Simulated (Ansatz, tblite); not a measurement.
Removing and adding an electron: the cluster Al₂SiO₅. The state is a singlet with charge 0. Geometry: PBE-D4/def2-SVP. Ansatz, gas phase; energy differences of separate SCF runs; the oxidised species was run as a doublet alone; the reduced species was run as a doublet alone.

```xyz
8

Al   -0.1241    0.0255    0.0807
Al    2.6572   -0.5366   -1.7607
Si   -2.1042    0.4249    1.3947
O    -1.8634   -0.1199   -0.1943
O    -0.4476    0.5868    1.7246
O    -3.3682    0.6800    2.2333
O     3.9900   -0.8071   -2.6402
O     1.2602   -0.2535   -0.8381
```

The xTB rows come from tblite. Correlated methods freeze 20 core orbitals. The rows differ in basis, and correlated rows in double-zeta sets carry the largest basis error. HOMO above LUMO, or a gap near zero within one spin, warns that the state may not be the lowest or that an electron is smeared out. The structure comes from a short search, and lower isomers may exist.

```json
{"level": "GFN1-xTB", "−HOMO (eV)": "13.31", "vertical IE (eV)": "16.29", "−LUMO (eV)": "9.93", "vertical EA (eV)": "7.21", "HOMO–LUMO gap (eV)": "3.38", "IE − EA (eV)": "9.07", "remarks": "–"}
{"level": "GFN2-xTB", "−HOMO (eV)": "12.35", "vertical IE (eV)": "15.46", "−LUMO (eV)": "9.83", "vertical EA (eV)": "6.99", "HOMO–LUMO gap (eV)": "2.52", "IE − EA (eV)": "8.47", "remarks": "–"}
{"level": "HF/def2-SVP", "−HOMO (eV)": "–", "vertical IE (eV)": "8.10", "−LUMO (eV)": "–", "vertical EA (eV)": "–", "HOMO–LUMO gap (eV)": "–", "IE − EA (eV)": "–", "remarks": "–"}
{"level": "PBE-D4/def2-TZVP", "−HOMO (eV)": "6.73", "vertical IE (eV)": "9.48", "−LUMO (eV)": "4.25", "vertical EA (eV)": "–", "HOMO–LUMO gap (eV)": "2.48", "IE − EA (eV)": "–", "remarks": "gap within one spin near zero (+1 doublet)"}
{"level": "PBE-D4/def2-TZVPD", "−HOMO (eV)": "6.79", "vertical IE (eV)": "–", "−LUMO (eV)": "4.32", "vertical EA (eV)": "2.30", "HOMO–LUMO gap (eV)": "2.46", "IE − EA (eV)": "–", "remarks": "–"}
{"level": "PBE0-D4/def2-TZVP", "−HOMO (eV)": "8.08", "vertical IE (eV)": "9.89", "−LUMO (eV)": "3.45", "vertical EA (eV)": "–", "HOMO–LUMO gap (eV)": "4.63", "IE − EA (eV)": "–", "remarks": "–"}
{"level": "PBE0-D4/def2-TZVPD", "−HOMO (eV)": "8.12", "vertical IE (eV)": "–", "−LUMO (eV)": "3.53", "vertical EA (eV)": "2.13", "HOMO–LUMO gap (eV)": "4.59", "IE − EA (eV)": "–", "remarks": "–"}
{"level": "BHLYP-D4/def2-TZVP", "−HOMO (eV)": "9.37", "vertical IE (eV)": "9.83", "−LUMO (eV)": "2.73", "vertical EA (eV)": "–", "HOMO–LUMO gap (eV)": "6.65", "IE − EA (eV)": "–", "remarks": "–"}
{"level": "BHLYP-D4/def2-TZVPD", "−HOMO (eV)": "9.42", "vertical IE (eV)": "–", "−LUMO (eV)": "2.84", "vertical EA (eV)": "1.94", "HOMO–LUMO gap (eV)": "6.59", "IE − EA (eV)": "–", "remarks": "–"}
{"level": "MP2/def2-SVP", "−HOMO (eV)": "–", "vertical IE (eV)": "10.26", "−LUMO (eV)": "–", "vertical EA (eV)": "–", "HOMO–LUMO gap (eV)": "–", "IE − EA (eV)": "–", "remarks": "–"}
{"level": "CCSD/def2-SVP", "−HOMO (eV)": "–", "vertical IE (eV)": "9.77", "−LUMO (eV)": "–", "vertical EA (eV)": "–", "HOMO–LUMO gap (eV)": "–", "IE − EA (eV)": "–", "remarks": "large T1 (0.025) (singlet)"}
{"level": "CCSD(T)/def2-SVP", "−HOMO (eV)": "–", "vertical IE (eV)": "9.94", "−LUMO (eV)": "–", "vertical EA (eV)": "–", "HOMO–LUMO gap (eV)": "–", "IE − EA (eV)": "–", "remarks": "large T1 (0.025) (singlet)"}
```

   Raw xTB energy differences between charge states are shifted by several eV; the methods need an empirical correction for them.
